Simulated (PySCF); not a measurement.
## Radial density of B (boron, neutral)

wB97X, [He] 2s1 2p2, high-spin 4P determinant (an excited configuration). All numbers are calculated (PySCF 2.14, the non-relativistic Hamiltonian (point nucleus), in aug-cc-pwCVTZ).

```json
{"r (bohr)": "0.00612", "4πr²ρ (e/bohr)": "0.03144", "4πr²(ρα − ρβ)": "0.0007"}
{"r (bohr)": "0.0103", "4πr²ρ (e/bohr)": "0.08567", "4πr²(ρα − ρβ)": "0.0019"}
{"r (bohr)": "0.0173", "4πr²ρ (e/bohr)": "0.2252", "4πr²(ρα − ρβ)": "0.0050"}
{"r (bohr)": "0.0291", "4πr²ρ (e/bohr)": "0.5671", "4πr²(ρα − ρβ)": "0.0126"}
{"r (bohr)": "0.0490", "4πr²ρ (e/bohr)": "1.315", "4πr²(ρα − ρβ)": "0.0287"}
{"r (bohr)": "0.0824", "4πr²ρ (e/bohr)": "2.677", "4πr²(ρα − ρβ)": "0.0566"}
{"r (bohr)": "0.139", "4πr²ρ (e/bohr)": "4.369", "4πr²(ρα − ρβ)": "0.0863"}
{"r (bohr)": "0.233", "4πr²ρ (e/bohr)": "4.994", "4πr²(ρα − ρβ)": "0.0914"}
{"r (bohr)": "0.392", "4πr²ρ (e/bohr)": "3.265", "4πr²(ρα − ρβ)": "0.1108"}
{"r (bohr)": "0.660", "4πr²ρ (e/bohr)": "1.223", "4πr²(ρα − ρβ)": "0.4291"}
{"r (bohr)": "1.11", "4πr²ρ (e/bohr)": "1.213", "4πr²(ρα − ρβ)": "1.1713"}
{"r (bohr)": "1.87", "4πr²ρ (e/bohr)": "1.308", "4πr²(ρα − ρβ)": "1.3081"}
{"r (bohr)": "3.14", "4πr²ρ (e/bohr)": "0.4657", "4πr²(ρα − ρβ)": "0.4657"}
{"r (bohr)": "5.28", "4πr²ρ (e/bohr)": "0.03942", "4πr²(ρα − ρβ)": "0.0394"}
{"r (bohr)": "8.88", "4πr²ρ (e/bohr)": "0.0003260", "4πr²(ρα − ρβ)": "0.0003"}
```
